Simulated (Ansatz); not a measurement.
System: TeCl, charge 0, doublet. TeCl (SMILES [Te]Cl, doublet).
B3LYP-D3(BJ)/def2-TZVP minimum from Ansatz (an electronic-structure program):
```
Te
Cl 1 2.3399
```
Charge 0, spin multiplicity 2.

Property: atomisation energy (electronic, to ground-state atoms), in kcal/mol. Open shells are spin-unrestricted; no spin-orbit coupling. Cores are frozen in correlated methods (noble-gas shells, and filled d and f shells in the p block). Past Kr the def2 sets carry scalar-relativistic core potentials. CBS(X,Y): correlation extrapolated as X^-3, Hartree-Fock from the larger set. A bracket is a step between two methods taken in the basis named. Spin-orbit terms, left out, reach several kcal/mol for Br and I, and more for heavier atoms.

CCSD(T)/CBS(def2-TZVPP,def2-QZVPP) + [CCSDT(Q) - CCSD(T)]/def2-TZVPP + [CCSDTQ - CCSDT(Q)]/def2-SVP (Ansatz) gives 63.9 kcal/mol.

Question: How far off this value is PBE/def2-TZVPD (Ansatz), in which direction, and how far these levels: r2SCAN/def2-TZVPD, B3LYP/def2-TZVPD, PBE0/def2-TZVPD, wB97M-V/def2-TZVPD, B2PLYP/def2-TZVPD, CCSD(T)/CBS(def2-TZVPP,def2-QZVPP)?

Answer: PBE gives 70.4 kcal/mol, 6.5 kcal/mol above it. Differences of the others: r2SCAN/def2-TZVPD (Ansatz) 1.5; B3LYP/def2-TZVPD (Ansatz) -1.1; PBE0/def2-TZVPD (Ansatz) 0.9; wB97M-V/def2-TZVPD (Ansatz) 0.1; B2PLYP/def2-TZVPD (Ansatz) -2.3; CCSD(T)/CBS(def2-TZVPP,def2-QZVPP) (Ansatz) -0.3 kcal/mol.
